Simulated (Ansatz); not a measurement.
Frontier orbitals of Cl2FHHfO, SMILES `[OH][Hf]([F])([Cl])[Cl]`.

The species carries charge 0 and has multiplicity 1. Correlated methods include outer-core shells of Hf, which these sets cover unevenly. Hf: def2 effective core potential. The geometry is a stationary point of PBE0-D4/def2-TZVP. It is one conformer, not always the lowest. Basis def2-TZVPP, Ansatz 0.2.0.

```
functional  HOMO (eV)  LUMO (eV)  gap (eV)
       PBE      -7.93      -1.97      5.96
      BLYP      -7.76      -1.84      5.92
    r2SCAN      -8.33      -1.78      6.55
      PBE0      -9.36      -1.14      8.22
     BHLYP     -10.63      -0.16     10.47
   ωB97M-V     -11.60       0.77     12.37
        HF     -12.69       1.78     14.47
```

Q: What is the vertical ionisation energy at frozen-core CCSD(T)/def2-TZVPP? (Best estimate.)

A: Computed: 11.84 eV (T1 of the cation 0.045).

Against PBE, PBE0 changes HOMO and LUMO by −1.43 and +0.83 eV, ωB97M-V by −3.66 and +2.74 eV. A gap of 5.96 eV thus becomes 12.36 eV for the same molecule, so an orbital gap means little without its functional. A positive LUMO is unbound and depends on the basis. −ε(HOMO) differs from that ionisation energy by −3.91 eV with PBE and −0.24 eV with ωB97M-V.
